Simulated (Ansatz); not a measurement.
`[SiH3][O][In]([Cl])[O][SiH3]` and `[SiH3][O][In]([SH])[Cl]` differ in one atom or group.

Ansatz, PBE0-D4/def2-TZVP geometries, multiplicity 1. Each molecule was computed in one conformer, which needn't be the lowest.

Elements past krypton have def2 core potentials.

```json
{"property": "LUMO energy (B3LYP/def2-TZVPP) / eV", "`[SiH3][O][In]([Cl])[O][SiH3]`": "-2.94"}
{"property": "HOMO energy (PBE/def2-TZVPP) / eV", "`[SiH3][O][In]([Cl])[O][SiH3]`": "-7.28"}
{"property": "HOMO–LUMO gap (PBE/def2-TZVPP) / eV", "`[SiH3][O][In]([Cl])[O][SiH3]`": "3.73"}
{"property": "size of the dipole moment (B3LYP/def2-TZVPP) / D", "`[SiH3][O][In]([Cl])[O][SiH3]`": "0.19"}
{"property": "HOMO–LUMO gap (B3LYP/def2-TZVPP) / eV", "`[SiH3][O][In]([Cl])[O][SiH3]`": "5.56"}
{"property": "size of the dipole moment (ωB97M-V/def2-TZVPP) / D", "`[SiH3][O][In]([Cl])[O][SiH3]`": "0.14"}
```

Give the same properties after the change, and the shifts. (An estimate is asked.)

Ansatz gave: 
```
                                          property  `[SiH3][O][In]([SH])[Cl]`  shift
               LUMO energy (B3LYP/def2-TZVPP) / eV                      -2.62   0.32
                 HOMO energy (PBE/def2-TZVPP) / eV                      -6.95   0.33
               HOMO–LUMO gap (PBE/def2-TZVPP) / eV                       3.74   0.01
  size of the dipole moment (B3LYP/def2-TZVPP) / D                       1.59   1.40
             HOMO–LUMO gap (B3LYP/def2-TZVPP) / eV                       5.34  -0.22
size of the dipole moment (ωB97M-V/def2-TZVPP) / D                       1.55   1.41
```

With PBE0 the HOMO rises by 0.50 eV and the LUMO rises by 0.30 eV, so the gap narrows by about 0.20 eV. PBE moves the HOMO by 0.33 eV and ωB97M-V by 0.61 eV. Dipoles are sizes alone; their direction can turn.

B3LYP here is the variant with VWN-RPA as its local correlation; programs differ in this.
